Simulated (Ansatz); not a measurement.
Total energies of C₄H₁₁OSb (`C[O][SbH][CH](C)C`).

```xyz
17

C    -2.9318   -0.9700    0.0955
O    -1.5739   -1.2979    0.2433
Sb   -0.4783   -0.1797    1.4531
C     0.7271    0.7398   -0.1059
C     1.1035   -0.2603   -1.1814
C     1.9377    1.4033    0.5303
H    -3.4601   -0.9044    1.0564
H    -3.4059   -1.7597   -0.4942
H    -3.0801   -0.0199   -0.4366
H     0.6705   -1.4335    1.6802
H     0.0762    1.5111   -0.5326
H     1.7862   -1.0180   -0.7854
H     1.6110    0.2402   -2.0145
H     0.2283   -0.7793   -1.5762
H     2.5905    0.6643    1.0060
H     2.5380    1.9211   -0.2259
H     1.6612    2.1429    1.2877
```

Charge 0, multiplicity 1. Correlated methods include outer-core shells of Sb, which these sets cover unevenly. Sb takes the def2 core potential. Geometry: relaxed with PBE0-D4/def2-TZVP. It is one conformer, not always the lowest. Basis def2-TZVPP, Ansatz 0.2.0.

RPA on PBE orbitals: Hartree–Fock energy of these orbitals -471.99761 Eh, correlation -2.07040 Eh (frozen core).

```
             functional  energy without D4 (Eh)  D4 term (kJ/mol)
                    PBE              -474.29017             -39.4
                 revPBE              -474.57341            -118.0
                   BLYP              -474.44190             -85.6
                 B97M-V              -474.58834                 –
                   PBE0              -474.32987             -33.6
                  B3LYP              -474.69777             -63.2
                r2SCANh              -474.53692             -10.8
                r2SCAN0              -474.50324             -11.9
HSE06 (plane-wave form)              -474.31438             -31.4
              CAM-B3LYP              -474.47362             -34.2
                LC-ωPBE              -474.49695                 –
                ωB97M-V              -474.44314                 –
                 B2PLYP              -474.19094                 –
               PBE-QIDH              -474.10184                 –
```

Q: Give the same for LDA (SPW92), r2SCAN, BHLYP, ωB97X-V. (Best estimate.)

A: The calculation gave: 
| functional | energy without D4 (Eh) | D4 term (kJ/mol) |
| --- | --- | --- |
| LDA (SPW92) | -472.18062 | – |
| r2SCAN | -474.56044 | -10.1 |
| BHLYP | -474.39219 | -48.8 |
| ωB97X-V | -474.51795 | – |

B3LYP takes the VWN-RPA correlation (the form of Gaussian; ORCA's B3LYP/G). HSE06 is the plane-wave form, built on full-range PBE exchange. The double hybrids freeze the cores in their second-order part.

LC-ωPBE has ω = 0.4 bohr⁻¹.
